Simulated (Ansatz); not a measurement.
`[F][Sn]([SiH3])([Cl])[Cl]` + `[GeH3][SeH]` → `[SiH3][Se][GeH3]` + `[F][SnH]([Cl])[Cl]` at 700 K and 1 bar (cleavage of the Si–Sn bond).

Calculated with Ansatz (gas phase, PBE0-D4/def2-TZVP geometries, no zero-point term in ΔE). CCSD(T)/CBS is the MP2 limit (def2-TZVPP, def2-QZVPP) plus CCSD(T) − MP2 in def2-TZVPP, frozen cores. def2 core potentials past Kr. For Ge, Se, Sn outer-core shells are correlated without core-valence functions, which leaves a few kJ/mol of doubt a bond. Scalar relativity is left out up to krypton.

| species | CCSD(T)/CBS energy (Eh) | H − E (kJ/mol) | S (J/(mol·K)) |
| --- | --- | --- | --- |
| `[F][Sn]([SiH3])([Cl])[Cl]` | -1524.38995 | 159.4 | 532.8 |
| `[GeH3][SeH]` | -4479.23116 | 131.0 | 372.1 |
| `[SiH3][Se][GeH3]` | -4769.53721 | 203.6 | 476.5 |
| `[F][SnH]([Cl])[Cl]` | -1234.09211 | 85.0 | 422.0 |

H − E and S are ideal-gas, rigid-rotor, harmonic terms from PBE0-D4/def2-TZVP. 1 Eh = 2625.50 kJ/mol, R = 8.31446 J/(mol·K).

Q: By hand: ΔE, ΔH, ΔS and ΔG.

A: ΔE = (-4769.53721) + (-1234.09211) − (-1524.38995) − (-4479.23116) = -0.00821 Eh = -21.6 kJ/mol. Δ(H − E) = 203.6 + 85.0 − 159.4 − 131.0 = -1.8, so ΔH = -23.4 kJ/mol. ΔS = 476.5 + 422.0 − 532.8 − 372.1 = -6.4 J/(mol·K). ΔG = -23.4 − 700 × (-6.4)/1000 = -18.9 kJ/mol.

Q: By hand: the equilibrium constant, and the temperature at which ΔG would vanish if ΔH and ΔS stayed fixed.

A: log₁₀ K = −ΔG/(RT ln 10) = 1.4. ΔG = 0 at ΔH/ΔS = 3656 K, far beyond where these terms or the molecules hold.

The number of gas molecules stays the same, so ΔS is small and ΔH decides. A doubt of 5 kJ/mol in ΔE shifts log₁₀ K by 0.4 here. Modes under 60 cm⁻¹, often nearly free rotors, make the harmonic entropy too high. These are equilibria of isolated gas molecules and say nothing of rates. Largest T1 diagnostic: 0.013 (customary marks: 0.02 for closed shells, 0.045 for open ones).
